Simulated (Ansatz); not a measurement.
`C[SiH2][NH][ZnH]` + NH₃ → `[NH2][ZnH]` + `C[SiH2]N` at 700 K and 1 bar (ligand exchange at a Zn–N bond).

Calculated with Ansatz (gas phase, PBE0-D4/def2-TZVP geometries, no zero-point term in ΔE). CBS: MP2 limit from def2 TZ/QZ plus the TZ coupled-cluster correction, frozen cores. This one scheme is used for every species. For Zn outer-core shells are correlated without core-valence functions, which leaves a few kJ/mol of doubt a bond. Scalar relativity is left out up to krypton. Each species was taken in one conformer, which may not be the lowest.

| species | CCSD(T)/CBS energy (Eh) | H − E (kJ/mol) | S (J/(mol·K)) |
| --- | --- | --- | --- |
| `C[SiH2][NH][ZnH]` | -2164.46335 | 280.8 | 481.3 |
| NH₃ | -56.50880 | 116.9 | 226.5 |
| `[NH2][ZnH]` | -1834.88092 | 121.1 | 319.1 |
| `C[SiH2]N` | -386.08232 | 275.5 | 406.6 |

H − E and S are ideal-gas, rigid-rotor, harmonic terms from PBE0-D4/def2-TZVP, for one conformer and one mirror image of each species. 1 Eh = 2625.50 kJ/mol, R = 8.31446 J/(mol·K).

**Question.** By hand: ΔE, ΔH, ΔS and ΔG.

**Answer.** ΔE = (-1834.88092) + (-386.08232) − (-2164.46335) − (-56.50880) = 0.00891 Eh = 23.4 kJ/mol. Δ(H − E) = 121.1 + 275.5 − 280.8 − 116.9 = -1.1, so ΔH = 22.3 kJ/mol. ΔS = 319.1 + 406.6 − 481.3 − 226.5 = 17.9 J/(mol·K). ΔG = 22.3 − 700 × (17.9)/1000 = 9.8 kJ/mol.

**Question.** By hand: the equilibrium constant, and the temperature at which ΔG would vanish if ΔH and ΔS stayed fixed.

**Answer.** log₁₀ K = −ΔG/(RT ln 10) = -0.7. ΔG = 0 at ΔH/ΔS = 1246 K, though so small a ΔS makes that figure unsure.

TΔS isn't small against ΔH here. A doubt of 5 kJ/mol in ΔE shifts log₁₀ K by 0.4 here. Other conformers and mirror images would add mixing entropy, several J/(mol·K) or more a flexible species. Modes under 60 cm⁻¹, often nearly free rotors, make the harmonic entropy too high. These are equilibria of isolated gas molecules and say nothing of rates. Largest T1 diagnostic: 0.016 (customary marks: 0.02 for closed shells, 0.045 for open ones).
